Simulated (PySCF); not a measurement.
## A ladder of Hamiltonians for Er⁵⁰⁺ (erbium, charge +50)

Occupied: 1s1/2, 2s1/2, 2p1/2, 2p3/2, 3s1/2, 3p1/2, 3p3/2. Hartree-Fock calculated with PySCF 2.14 in an even-tempered Gaussian basis (17 s from 5.8 bohr⁻², ratio 2.7; 14 p from 6.9 bohr⁻², ratio 2.7), Gaussian nucleus throughout. NR is non-relativistic, sf-X2C the spin-free one-electron X2C Hamiltonian, X2C adds the bare one-electron spin-orbit term, X2C-SNSO screens it by Boettger's factors, DC is four-component Dirac-Coulomb, and the Gaunt and Breit terms are added at first order (total energies over the DC spinors, levels after relaxing the spinors in that mean field). QED terms are absent. Levels marked empty are virtual spinors of this ion; the basis has s and p functions only, so 3d, which can lie below the n = 4 levels, is absent.

```
Hamiltonian  E (hartree)
         NR  -10134.5539
     sf-X2C  -10699.0864
        X2C  -10710.4109
   X2C-SNSO  -10709.7135
         DC  -10714.0911
   DC+Gaunt  -10701.4767
   DC+Breit  -10702.7052
```

```tsv
level (eV)	NR	sf-X2C	X2C	X2C-SNSO	DC	DC+Gaunt	DC+Breit
1s1/2	-57271.6	-61165.6	-61152.6	-61153.4	-61220.8	-61030.8	-61045.1
2s1/2	-12047.4	-13118.7	-13114.9	-13115.1	-13124.1	-13103.4	-13105.0
2p1/2	-11662.3	-11995.8	-12680.1	-12656.9	-12661.6	-12627.9	-12631.2
2p3/2	-11662.3	-11995.8	-11710.9	-11718.9	-11726.1	-11702.9	-11706.2
3s1/2	-4746.3	-5064.3	-5063.2	-5063.3	-5065.4	-5060.6	-5061.1
3p1/2	-4585.0	-4711.2	-4883.1	-4877.4	-4878.5	-4870.3	-4871.4
3p3/2	-4585.0	-4711.2	-4638.6	-4640.7	-4642.2	-4636.6	-4637.6
4s1/2 (empty)	-2426.9	-2546.1	-2545.8	-2545.8	-2546.5	-2544.7	-2545.0
4p1/2 (empty)	-2364.6	-2418.5	-2480.3	-2478.2	-2478.7	-2475.6	-2476.1
4p3/2 (empty)	-2364.6	-2418.5	-2392.5	-2393.2	-2393.7	-2391.6	-2392.1
```

Task: How large are the two-electron picture-change error of X2C and the Breit correction in the total energy?

Result: X2C-1e lies 3.6802 hartree above Dirac-Coulomb; Gaunt adds 12.6144 and the full Breit term 11.3859 hartree.

| interval (eV) | X2C | X2C-SNSO | DC | DC+Gaunt | DC+Breit |
| --- | --- | --- | --- | --- | --- |
| 2p3/2 − 2p1/2 | 969.2 | 938.0 | 935.5 | 925.0 | 925.0 |
| 3p3/2 − 3p1/2 | 244.5 | 236.7 | 236.3 | 233.8 | 233.8 |
| 4p3/2 − 4p1/2 | 87.82 | 85.01 | 84.95 | 84.00 | 84.00 |

Weight of the small component: 1s1/2 0.0648, 2s1/2 0.0148, 2p1/2 0.0147, 2p3/2 0.0136, 3s1/2 0.00551, 3p1/2 0.00542, 3p3/2 0.00512, 4s1/2 0.00251, 4p1/2 0.00255, 4p3/2 0.00241.

Koopmans' value for the highest occupied level at DC+Breit: 4637.6 eV, against an ionisation energy of 4639 ± 4 eV (theoretical estimate listed by NIST; NIST Atomic Spectra Database, ionization energies); the former lacks relaxation, correlation, QED and recoil.

The whole ladder took 140 s of wall time on 1 thread of Neoverse-N1 (shared host), launched as `OMP_NUM_THREADS=1 python relrun2.py TASK.json OUT` (a driver that calls PySCF for each Hamiltonian).
